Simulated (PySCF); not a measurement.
A PySCF script (with the pyscf-properties extension) for the NMR shieldings of SMILES CCB1OCBCS1, C4H10B2OS, on a GFN2-xTB geometry:

```python
import basis_set_exchange as bse
import numpy as np
from pyscf import gto, dft
from pyscf.prop import nmr

atoms = """
C    -2.914273    0.580162   -0.483073
C    -1.997604   -0.495270    0.104338
B    -0.433181   -0.237371   -0.109047
O     0.333311   -1.310002   -0.269039
C     1.744327   -1.399595   -0.435341
B     2.597527   -0.082316   -0.458236
C     1.983395    1.340516   -0.303084
S     0.154927    1.482196   -0.082001
H    -2.668097    1.554073   -0.065911
H    -2.795845    0.634986   -1.562669
H    -3.956892    0.360800   -0.262583
H    -2.194933   -0.559544    1.178635
H    -2.268819   -1.468310   -0.310249
H     1.906741   -1.966878   -1.363960
H     2.104353   -2.062656    0.365525
H     3.754796   -0.187930   -0.600116
H     2.220149    1.960959   -1.171709
H     2.421357    1.862498    0.552102
"""
names = dict.fromkeys(["C", "B", "O", "S", "H"], "pcSseg-1")
basis = {el: gto.basis.parse(bse.get_basis(n, elements=[el], fmt="nwchem")) for el, n in names.items()}
mol = gto.M(atom=atoms, basis=basis, charge=0, verbose=0)
mf = dft.RKS(mol, xc="PBE0")
mf.grids.level = 2
mf.grids.alignment = dft.numint.BLKSIZE   # the property module wants whole blocks of grid points
mf.conv_tol = 1e-9
mf.kernel()

calc = nmr.RKS(mf)   # GIAO
C = mf.mo_coeff
Co = C[:, mf.mo_occ > 0]
resp = mf.gen_response(singlet=True, hermi=2)
def vind(x):   # induced exchange potential for any number of trial vectors
    d = np.einsum("pi,xij,qj->xpq", C, 2 * x.reshape(-1, C.shape[1], Co.shape[1]), Co, optimize=True)
    return np.einsum("xpq,pi,qj->xij", resp(d - d.transpose(0, 2, 1)), C, Co, optimize=True).ravel()
mo1, _ = nmr.rhf.solve_mo1(calc, with_cphf=vind)
sigma = calc.kernel(mo1)
for i, s in enumerate(sigma):   # ppm
    w = np.linalg.eigvalsh((s + s.T) / 2)
    print("%2d %-2s iso %8.1f  s11 %8.1f  s22 %8.1f  s33 %8.1f" % (i, mol.atom_pure_symbol(i), w.mean(), *w))
```

**Question.** What does it print?

**Answer.** 
```
 0 C  iso    175.8  s11    168.6  s22    174.5  s33    184.3
 1 C  iso    168.4  s11    161.2  s22    163.6  s33    180.3
 2 B  iso     56.5  s11     21.4  s22     51.9  s33     96.2
 3 O  iso    196.1  s11      8.9  s22    175.9  s33    403.6
 4 C  iso    115.4  s11     89.6  s22    107.1  s33    149.4
 5 B  iso     16.6  s11    -68.8  s22     -8.5  s33    127.1
 6 C  iso    162.0  s11    142.4  s22    165.9  s33    177.7
 7 S  iso    599.7  s11    410.1  s22    686.5  s33    702.4
 8 H  iso     30.6  s11     25.1  s22     31.5  s33     35.2
 9 H  iso     31.0  s11     27.1  s22     29.0  s33     36.8
10 H  iso     30.7  s11     25.6  s22     28.1  s33     38.3
11 H  iso     30.8  s11     26.9  s22     29.1  s33     36.2
12 H  iso     30.8  s11     25.7  s22     30.4  s33     36.2
13 H  iso     26.7  s11     22.2  s22     25.2  s33     32.7
14 H  iso     26.8  s11     22.2  s22     25.2  s33     32.8
15 H  iso     24.0  s11     18.8  s22     26.1  s33     27.2
16 H  iso     28.8  s11     22.2  s22     27.5  s33     36.7
17 H  iso     28.8  s11     22.2  s22     27.5  s33     36.7
```

These numbers come from an equivalent density-fitted implementation of the same equations, which agrees with the script to about 0.01 ppm for H and up to a few tenths of a ppm for heavy atoms, so last digits may differ.

Size and cost of the density-fitted run: 193 basis functions, 30 s wall time on 1 thread of an Arm Neoverse V2, shared host; peak memory 0.9 GiB.
